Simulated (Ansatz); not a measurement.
A structure relaxed at PBE0-D4/def2-TZVP, charge 0, multiplicity 1:

Cartesian coordinates in Å:
```
Cl 1.0410 -2.1963 0.5088
C -0.1644 -0.8442 0.6823
C 0.5451 0.5152 0.5745
Ge -0.3844 0.6513 -1.1454
O -1.0766 -0.8521 -0.3658
H -0.6529 -1.0519 1.6352
H 0.1777 1.2296 1.3118
H 1.6299 0.4771 0.5969
H -1.4715 1.7182 -1.3411
H 0.3563 0.3530 -2.4571
```

Task: Give its formula and SMILES.

Result: C2H5ClGeO, `ClC1[CH2][GeH2][O]1`.

Task: Summarise the bond lengths by kind.

Result: 1 × C–Cl 1.820 Å; 1 × C–C 1.537 Å; 1 × C–O 1.390 Å; 3 × C–H 1.086 to 1.091 Å; 1 × C–Ge 1.960 Å; 1 × Ge–O 1.830 Å; 2 × Ge–H 1.536 Å.

Computed with Ansatz.
